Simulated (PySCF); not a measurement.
## KB: energy against distance

Set-up: basis K def2-TZVPP, B def2-TZVPP; no relativity; PySCF 2.14. Energies in eV from K + B in their ground configurations at the same level. State: ³Π (triplet), unpaired electrons σ ↑, π ↑.

All columns are PBE0. A positive dipole means K(−)B(+).

```
R (Å)  E (eV)  μ (D)  Mulliken charge on K (basis-dependent)  HOMO (eV)  LUMO (eV)  Mayer bond order  ⟨S²⟩
2.467  -0.675  -6.99                                    0.64      -3.37      -1.20              0.66  2.00
2.582  -0.831  -7.32                                    0.62      -3.40      -1.25              0.67  2.00
2.697  -0.918  -7.58                                    0.59      -3.38      -1.30              0.70  2.00
2.783  -0.948  -7.75                                    0.56      -3.34      -1.34              0.71  2.00
2.869  -0.957  -7.89                                    0.54      -3.32      -1.37              0.73  2.00
2.955  -0.949  -8.00                                    0.52      -3.30      -1.41              0.73  2.00
3.070  -0.919  -8.10                                    0.49      -3.29      -1.46              0.73  2.00
3.213  -0.863  -8.17                                    0.46      -3.30      -1.51              0.72  2.01
3.385  -0.781  -8.15                                    0.43      -3.34      -1.57              0.70  2.01
3.615  -0.665  -7.98                                    0.39      -3.36      -1.65              0.65  2.01
```

A fit through these points gives, at Re = 2.866 Å, μ = -7.89 D and dμ/dR = -1.45 D/Å; the reduced mass is 8.584 u.

Question: How strong is the fundamental in the double-harmonic approximation, I = 42.26·(dμ/dR)²/μred km/mol?

Answer: I = 42.26·(-1.45)²/8.584 = 10.4 km/mol at PBE0.

The state was picked by a PBE0 search and need not be the measured ground state.
